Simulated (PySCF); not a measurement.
Structure problem from calculated spectra and properties.

Formula: C5H9F2NO.

| Quantity | Value |
| --- | --- |
| NMR, other nuclei | isotropic shieldings of nuclei other than C and H, by class: 147 (1 N), -58 (1 O), 315 (2 F) ppm [GIAO PBE0/pcSseg-1] |
| Dipole | 5.13 D [PBE0/pcSseg-1] |
| 1H NMR | chemical shifts (computed TMS as zero) by class: 6.87 (1 H), 4.49 (1 H), 3.17 (3 H), 2.23 (2 H), 2.03 (2 H) ppm [GIAO PBE0/pcSseg-1] |
| Rotational structure | rotational constants A, B, C: 3.866, 0.722, 0.701 GHz [GFN2-xTB] |
| 13C NMR | chemical shifts (computed TMS as zero) by class: 171.8 (1 C), 123.4 (1 C), 33.2 (1 C), 30.6 (1 C), 26.6 (1 C) ppm [GIAO PBE0/pcSseg-1] |

Electronic properties: PySCF, gas phase, density fitting. Levels stand in brackets. The structure is a single GFN2-xTB conformer in the gas phase; no vibrational or solvent corrections. NMR classes are plain means over equivalent atoms (diastereotopic ones count apart unless rotation or inversion swaps them), as if these changed places fast.

Task: Propose a structure and show how it fits.

Result: Numbering: `[CH3:1][NH:2][C:3](=[O:4])[CH2:5][CH2:6][CH:7]([F:8])[F:9]`. Its formula, C5H9F2NO, gives 1 degree of unsaturation: 0 rings and 1 π bond in the structure found. 5 carbons fall into 5 classes; from least to most shielded: amide carbonyl carbon [C3] (171.8 ppm), CHF2 carbon [C7] (123.4 ppm), chain CH2 carbon [C6] (33.2 ppm), sp3 carbon next to a carbonyl [C5] (30.6 ppm), N-methyl carbon [C1] (26.6 ppm). Hydrogen classes from least to most shielded: 1 H on a CHF2 carbon, C7 (6.87 ppm), 1 H on an amide nitrogen, N2 (4.49 ppm), 3 H on an N-methyl carbon, C1 (3.17 ppm, a mean of values up to 2.0 ppm apart in this geometry), 2 H on an sp3 carbon next to a carbonyl, C5 (2.23 ppm), 2 H on a chain CH2 carbon, C6 (2.03 ppm, a mean of values up to 0.6 ppm apart in this geometry). The other shieldings belong to: 147 ppm, amide nitrogen [N2]; -58 ppm, amide oxygen [O4]; 315 ppm, fluorine of a CF2 group [F8/F9]. The optimised geometry has point group C1 and is an asymmetric top. Structure: `CNC(=O)CCC(F)F`. Computed isomers that give other values at the same levels: `C=C(CCN)OC(F)F` (13C chemical shifts (computed TMS as zero) by class: 169.9 (1 C), 123.0 (1 C), 93.7 (1 C), 50.3 (1 C), 39.8 (1 C) ppm). The assignments are read from this structure; whether some other isomer fits the data as well wasn't checked.

Shape of the structure used: `[CH3:1][NH:2][C:3](=[O:4])[CH2:5][CH2:6][CH:7]([F:8])[F:9]`: C1–N2–C3–O4 -1°, N2–C3–C5–C6 175°, C3–C5–C6–C7 69°, C5–C6–C7–F8 178°.
